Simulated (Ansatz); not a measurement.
Input file for Ansatz (a quantum-chemistry and plane-wave program): U-BLYP/def2-TZVPP on H4Mo (SMILES [MoH4]), 2S+1 = 3, a spin state set in the input, which need not be the lowest. Elements past Kr take the def2 small-core potentials; no spin–orbit coupling.

Ansatz 0.2 input:
```yaml
crystal:
  periodic: [false, false, false]
  atoms:
    - {symbol: Mo, position_ang: [-0.01076017, 0.00595094, -0.01145304]}
    - {symbol: H, position_ang: [1.21093554, -0.23878664, 1.13504424]}
    - {symbol: H, position_ang: [-1.21166931, 1.00149263, 0.64705718]}
    - {symbol: H, position_ang: [-0.68725037, -1.48529297, -0.44211380]}
    - {symbol: H, position_ang: [0.64497316, 0.74638260, -1.38574879]}
basis:
  gaussian:
    orbitals: def2-TZVPP
hamiltonian:
  xc: {name: BLYP}
magnetization: {spin_polarized: true, initial_magnetization: 2}
```

Output:

```
WARN ansatz: RAYON_NUM_THREADS=1 ignored (pool sized by the plan → 1); use --threads N
Functional definition: BLYP
integrals: 0.02 GiB planned
535 factors; their error is unknown
mean field: 0.33 GiB planned
mean field evaluation 1: about -1916.0607 eV, gradient 1.5e1 eV
mean field evaluation 2: about -1912.9306 eV, gradient 2.9e1 eV
mean field evaluation 4: about -1917.5606 eV, gradient 6.8e-1 eV
mean field evaluation 8: about -1917.5583 eV, gradient 1.9e-1 eV
mean field -1917.55845674 eV, -70.4689735174 hartree, gradient 1.2e-5 eV, S^2 2.016197; 0 other end points of the search recorded, 0 dependent functions left out
reference -1917.55879335 eV, -70.4689858877 hartree; 10, 8 occupied and 102, 104 virtual orbitals, 535 factors
Total energy: -1917.55879335 eV, -70.4689858877 hartree
```

The calculation finished and met its thresholds.

Cost: very roughly 1.3 core-seconds.
